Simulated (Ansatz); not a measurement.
## Redistribution: CH3Cl + CI4 → CH2ClI + CHI3

Species: CH3Cl `CCl`, singlet; CI4 (tetraiodomethane) `IC(I)(I)I`, singlet; CH2ClI (chloroiodomethane) `ClCI`, singlet; CHI3 `IC(I)I`, singlet. The partners trade H for I; both sit on C, so the bond types are kept.

Shapes, held fixed at every level: PBE0-D4/def2-TZVP. Programs: Ansatz 0.2.0. The zero-point and thermal change to 298 K, harmonic and unscaled (PBE0-D4/def2-TZVP), is +1.4 kJ/mol.

```csv
level,kind,ΔH(298 K) (kJ/mol),less CCSD(T)/def2-TZVPP,CPU time (sum over the molecules)
PBE-D4/def2-TZVPP,GGA,-23.5,+0.9,27 s
BHLYP-D4/def2-TZVPP,global hybrid,-23.9,+0.5,50 s
B2PLYP/def2-TZVPP,double hybrid,-26.8,-2.4,74 s
MP2/def2-SVP,perturbation theory,-15.0,+9.4,–
CCSD(T)/def2-SVP,coupled cluster or CI,-25.3,-0.9,53 s
CCSD/def2-SVP,coupled cluster or CI,-29.6,-5.2,–
CCSD(T)/def2-TZVPP,coupled cluster or CI,-24.4,0.0,18 min
```

The highest level, CCSD(T)/def2-TZVPP, gives ΔH(298 K) = -24.4 kJ/mol; the levels span -29.6 to -15.0. The column of differences is taken from that level and isn't an error. No measured value is set beside it here. For atoms past krypton def2 sets carry core potentials with scalar relativity. Outer-core shells of I are correlated in most correlated rows, in sets that cover them unevenly. Times are processor times on shared x86 and Arm servers, and rough.
